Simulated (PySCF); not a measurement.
**Core-level binding energies of (LiBr)2 ring**

Compound: (LiBr)2 ring, Li2Br2.
Structure used (PBE0-D3(BJ)/def2-SVP), in Å, numbered top down from 1:
```
atom  x, y, z in Å
Li1    0.7915    0.7480    0.7942
Br2    0.0403    1.3829   -1.3416
Li3   -0.7912   -0.7477   -0.7943
Br4   -0.0407   -1.3833    1.3416
```

Computed, not measured: PySCF 2.14.0, delta-SCF UKS SCAN, pcX-2 on the ionised atom, pcseg-1 elsewhere, spin-free X2C. Each binding energy is the total energy of the core-ionised species, with the hole localised on one atom, minus that of the ground state; both are solved self-consistently, so orbital relaxation is included.

**Question.** What binding energy does each computed site have?

**Answer.** 
```csv
atom(s),environment,level,binding energy (eV),count
Li1/Li3,lithium bonded to 2 Br,Li 1s,63.64,2
```

**Question.** Which photon energy gives electrons from Li 1s of Li1/Li3 a kinetic energy of 150 eV, and what is their de Broglie wavelength?

**Answer.** hν = 63.64 + 150 = 213.64 eV, recoil neglected; λ = 12.264 Å/√(E/eV) = 1.00 Å.

**Question.** Which photon wavelength matches the Li 1s of Li1/Li3 threshold?

**Answer.** λ = hc/E = 12398.42 eV Å / 63.64 eV = 194.821 Å.

The first atom of each set that the bonding makes equivalent was ionised and stands for the set. No level of bromine is listed. Isolated species at its PBE0-D3(BJ)/def2-SVP geometry, gas phase.
